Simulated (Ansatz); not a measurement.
Relaxing a trial structure of FGaHSi2+

The starting geometry of this gas-phase triplet was optimised with r2SCAN-D4.

```xyz
5

F    -1.6991   -3.0249    3.3140
Ga   -0.1348   -2.9352   -0.2195
Si   -1.1183   -2.7688    1.8520
Si   -1.0594   -0.9220    0.4878
H    -1.4761    0.5142    0.4554
```

Q: Where would you expect an optimisation with B3LYP-D3(BJ)/def2-SVP to take it?

A: A bond breaks, giving a structure given below by its coordinates. Distances that change by over a tenth: Ga2–Si4 (2.33 → 2.85 Å). Contacts that open: Ga2–Si3 (2.30 → 4.77 Å).

The energy falls by 0.97 eV over 21 steps:

```csv
step,E − E(last) (eV)
1,0.970
3,0.399
5,0.204
8,0.187
10,0.184
12,0.162
14,0.074
17,0.004
19,0.000
21,0.000
```

Final geometry (Å):

| atom | x (Å) | y (Å) | z (Å) |
| --- | --- | --- | --- |
| F | -2.1820 | -1.8157 | 3.5782 |
| Ga | 0.4548 | -2.5374 | -1.7946 |
| Si | -1.4280 | -2.8292 | 2.5808 |
| Si | -0.8753 | -1.6433 | 0.5615 |
| H | -1.4571 | -0.3111 | 0.9639 |

The end wasn't checked by frequencies. Open shells are spin-unrestricted. The triplet needn't be the ground state. Run with Ansatz 0.2.0, 84 s on 2 threads of Arm Neoverse V2 (shared host).
